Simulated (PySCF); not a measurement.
hexamethyldisilane (C₆H₁₈Si₂), singlet, at a GFN2-xTB geometry. Base run: HF/STO-3G run with PySCF.

Here is a job for PySCF.
```python
from pyscf import gto, scf

mol = gto.Mole()
mol.atom = '''
    C    -1.85250354   -0.75341260   -1.64491509
    Si   -1.15751455   -0.19252911    0.04867828
    C    -2.11542853    1.38464731    0.55933844
    C    -1.59427803   -1.55639574    1.31949060
    Si    1.15751455    0.19252911   -0.04867828
    C     1.85250354    0.75341260    1.64491509
    C     1.59427803    1.55639574   -1.31949060
    C     2.11542853   -1.38464731   -0.55933844
    H    -1.38122298   -1.67339640   -1.97770833
    H    -1.67730056   -0.00252223   -2.40956825
    H    -2.92336754   -0.93233716   -1.60300705
    H    -3.18676964    1.20960247    0.60524631
    H    -1.80050263    1.73611210    1.53735739
    H    -1.94720648    2.19230528   -0.14678963
    H    -2.66467346   -1.73677739    1.36677783
    H    -1.11614133   -2.49769952    1.06540523
    H    -1.26551507   -1.28301853    2.31769233
    H     2.92336754    0.93233716    1.60300705
    H     1.38122298    1.67339640    1.97770833
    H     1.67730056    0.00252223    2.40956825
    H     1.26551507    1.28301853   -2.31769233
    H     1.11614133    2.49769952   -1.06540523
    H     2.66467346    1.73677739   -1.36677783
    H     1.80050263   -1.73611210   -1.53735739
    H     1.94720648   -2.19230528    0.14678963
    H     3.18676964   -1.20960247   -0.60524631
'''
mol.basis = 'sto-3g'
mol.verbose = 4
mol.build()

mf = scf.RHF(mol)
mf.kernel()
```

Each row names what was changed in the base input (with any setting that the change needs).

| change | E (Eh) | HOMO (eV) | HOMO-LUMO gap (eV) | core-seconds (rough) |
|---|---|---|---|---|
| base | -806.26340 | -8.11 | 18.52 | 3 |
| functional = lda,vwn | -804.35209 | -4.17 | 9.19 | 10 |
| functional = bp86 | -809.05970 | -4.48 | 9.22 | 20 |
| functional = scan | -808.97599 | -4.71 | 9.89 | 20 |
| functional = mn15 | -805.92400 | -6.18 | 12.43 | 20 |
| functional = b3lyp | -809.06399 | -5.38 | 10.99 | 20 |
| functional = b3lyp; dispersion = d3bj | -809.10829 | -5.38 | 10.99 | 20 |
| functional = x3lyp | -808.83562 | -5.40 | 11.15 | 20 |
| functional = hse06 | -808.59413 | -5.14 | 10.77 | 60 |
| functional = pbe0; dispersion = d3bj | -808.56939 | -5.53 | 11.56 | 20 |
| functional = pbe0; dispersion = d3bjm | -808.58374 | -5.53 | 11.56 | 20 |
| functional = pw6b95 | -809.87211 | -5.71 | 11.50 | 20 |
| functional = pbe | -808.36628 | -4.35 | 9.26 | 20 |

Absolute energies of different levels of theory aren't comparable as measures of quality.
